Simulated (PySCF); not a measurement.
## UHF on P (phosphorus, neutral)

Configuration: [Ne] 3s2 3p3, high-spin 4S determinant. All numbers are calculated (PySCF 2.14, no relativity, point nucleus, in pcseg-2).

```json
{
  "Total energy": "-340.709213 hartree",
  "One-electron energy": "-471.6717 hartree",
  "Hartree (Coulomb) energy": "153.6126 hartree",
  "Exchange energy": "-22.6501 hartree",
  "Kinetic energy": "341.43984 hartree",
  "⟨S²⟩": "3.7501",
  "⟨L²⟩": "0.000",
  "Sum of ⟨r⟩": "14.99 bohr",
  "Sum of ⟨r²⟩": "30.40 bohr²",
  "Density at the nucleus (Gaussians lack the cusp)": "2140 bohr⁻³",
  "Spin density at the nucleus": "0.0878 bohr⁻³",
  "Langevin diamagnetic susceptibility": "-24.1 ×10⁻⁶ cm³/mol",
  "Time after the integrals": "0.12 s of wall time on 1 thread of Neoverse-N1 (shared host)"
}
```

```tsv
shell	electrons	mean orbital energy (hartree)	rms radius, mean of both spins (bohr)
1s α	1	-79.92707	0.120
1s β	1	-79.90618	0.120
2s α	1	-7.51091	0.563
2s β	1	-7.48822	0.563
2p α	3	-5.41140	0.540
2p β	3	-5.37048	0.540
3s α	1	-0.83539	2.09
3s β	1	-0.55761	2.09
3p α	3	-0.39190	2.53
```
